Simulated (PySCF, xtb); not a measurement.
Si(H)2(Br)(OMe) (CH₅BrOSi), SMILES CO[SiH2]Br.

xtb 6.7.1 with GFN2-xTB at its own geometry gives an orbital gap of 6.14 eV and a dipole moment of 5.27 D.

Geometry optimised at PBE0-D3(BJ)/def2-SVP. Other conformers were not sampled.

Q: What does PBE/def2-TZVP in PySCF give? (An estimate is asked for; the answer gives what the named calculation found.)

A: gap 6.38 eV (levels -7.04 and -0.66 eV), dipole 1.41 D.
